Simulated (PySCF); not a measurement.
**Xe²⁺ (xenon, charge +2) across methods**

[Kr] 4d10 5s2 5p4, high-spin 3P determinant. Computed with PySCF 2.14 in def2-TZVPPD with the def2 core potential (28 electrons), with scalar relativity through the core potential.

| method | E (hartree) | mean ε 5s β (eV) | mean ε 5p α (eV) | mean ε 5p β (eV) | Σ⟨r²⟩ (bohr²) | ⟨S²⟩ |
| --- | --- | --- | --- | --- | --- | --- |
| PBE0 | -328.1469 | -39.884 | -28.848 | -27.076 | 40.82 | 2.003 |
| r2SCAN | -328.2546 | -38.526 | -27.883 | -26.066 | 40.75 | 2.004 |
| MN15 | -327.3419 | -40.772 | -29.455 | -27.680 | 40.88 | 2.004 |
| UHF | -327.13955 | -43.059 | -32.360 | -30.048 | 41.19 | 2.009 |
| B97-3 | -328.2028 | -39.887 | -28.822 | -27.088 | 40.80 | 2.003 |
| r2SCANh | -328.2454 | -39.111 | -28.411 | -26.562 | 40.76 | 2.005 |
| LDA | -327.6695 | -38.850 | -27.439 | -25.889 | 40.81 | 2.001 |
| TPSS | -328.0124 | -38.359 | -27.503 | -25.848 | 40.83 | 2.003 |

**Question.** Estimate the same row for PBE.

**Answer.** E (hartree) = -328.1164; mean ε 5s β (eV) = -38.372; mean ε 5p α (eV) = -27.352; mean ε 5p β (eV) = -25.719; Σ⟨r²⟩ (bohr²) = 40.82; ⟨S²⟩ = 2.002.

Energies and moments cover only the electrons outside the core potential.
